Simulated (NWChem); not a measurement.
# C$_{4}$H$_{7}$F; SMILES CC1(F)CC1

Computed with NWChem. Pople sets run with spherical d functions. Coordinates come from a B3LYP/6-31G* (spherical d) optimisation. Level: B3LYP/6-31G* with SMD (1 M gas to 1 M solution), gas-phase geometry.

Question: Predict the results for solvent water. Quantities: solvation free energy (kcal/mol); cavity-dispersion-structure term (kcal/mol); dipole in solution (D).

Answer: 
```
Item                                         Value
-------------------------------------------  -----
solvation free energy (kcal/mol)              -0.2
cavity-dispersion-structure term (kcal/mol)    3.0
dipole in solution (D)                        2.01
```
